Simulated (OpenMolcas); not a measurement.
Nd³⁺.

```
Program             : OpenMolcas 26.06
Basis               : ANO-R2 [8s7p4d3f1g]
Scalar Hamiltonian  : X2C, finite nucleus
Active space        : 3 electrons in 12 orbitals (RAS2 4f; RAS3 5d, at most 1 electron)
State averaging     : 2S+1 = 4 odd, 35 roots; 2S+1 = 2 odd, 112 roots (105 in the spin-orbit step); 2S+1 = 4 even, 105 roots (83 in the spin-orbit step); 2S+1 = 2 even, 124 roots kept (CI in the orbitals of an earlier block, 75 in the spin-orbit step)
Spin-orbit coupling : state interaction with AMFI integrals over the reference wave functions, term energies averaged over their components
```

Two sets of levels on these reference wave functions, in eV above 4f3 4I* 9/2: one from RASSCF and one from SS-RASPT2, IPEA 0.25 Eh, imaginary shift 0.1 Eh (closed shells correlated: 5s 5p).

| Level | Set 1 | Set 2 |
| --- | --- | --- |
| 4f3 4I* 9/2 | 0.0000 | 0.0000 |
| 4f3 4I* 11/2 | 0.250 | 0.2455 |
| 4f3 4I* 13/2 | 0.518 | 0.512 |
| 4f3 4I* 15/2 | 0.797 | 0.793 |
| 4f3 4F* 3/2 | 1.689 | 1.964 |
| 4f3 2H* 9/2(1) [75 %] | 1.706 | 1.981 |
| 4f3 4F* 5/2 | 1.827 | 2.097 |
| 4f3 4S* 3/2 | 1.938 | 2.213 |
| 4f3 4F* 7/2 | 1.950 | 2.223 |
| 4f3 4F* 9/2 | 2.096 | 2.366 |
| 4f3 2H* 11/2(1) | 2.120 | 2.393 |
| 4f3 2G* 7/2(1) | 2.416 | 2.739 |
| 4f3 4G* 5/2 | 2.611 | 2.978 |
| 4f3 2K* 13/2 | 2.724 | 2.997 |
| 4f3 2G* 9/2(1) [59 %] | 2.772 | 3.091 |
| 4f3 4G* 7/2 | 2.806 | 3.167 |

**Question.** Which set is which?

**Answer.** Set 1 is SS-RASPT2. Its levels of the other terms of 4f3 lie at 0.86 to 0.91 of the other set's values, as expected, since terms of lower spin or lower L gain more correlation energy than the Hund ground term. Against 14 measured levels (the list in Arab et al., J. Quant. Spectrosc. Radiat. Transfer 229, 145 (2019) and Gaigalas et al. (2019), from Wyart et al. (2007)) the mean absolute deviation is 1600 cm-1 with it and 3500 cm-1 without; single levels miss by up to 3300 cm-1 with it.

CASPT2 does not keep the components of a term degenerate, so their means are used; among the terms shown or strongly mixed into the levels shown the widest spread is 220 cm-1 (4f3 4G*, SS-RASPT2). High states are left out of the spin-orbit mixing, which shifts the levels that they would mix with. Some levels mix across a computed gap that differs much from the measured one, so their mixing is not that of the real levels. Without dynamic correlation excited terms often stand tens of per cent too high (terms of higher spin than the ground term too low), and those without a measured partner can miss by more than the paired ones (holds for RASSCF). Each CASPT2 term energy is a mean over a sample of three components (holds for SS-RASPT2). Some terms miss by over 15 % even with CASPT2, which points to a basis or an active space too small for the shells correlated (holds for SS-RASPT2). Measured partners are found by configuration, term and J. A level has none where our copy of the source lacks it or the pairing is in doubt (some pairs that miss far off the trend of their configuration count as doubtful), and it then counts in no deviation. Only configurations of the active space appear. The table leaves out levels that lie high or whose names do not pair safely across all columns.

A share in square brackets marks a mixed level and gives the weight of the term that names it, the lowest over the columns. A number in round brackets counts repeated terms of one configuration in the order of the reference energies. * marks odd parity.
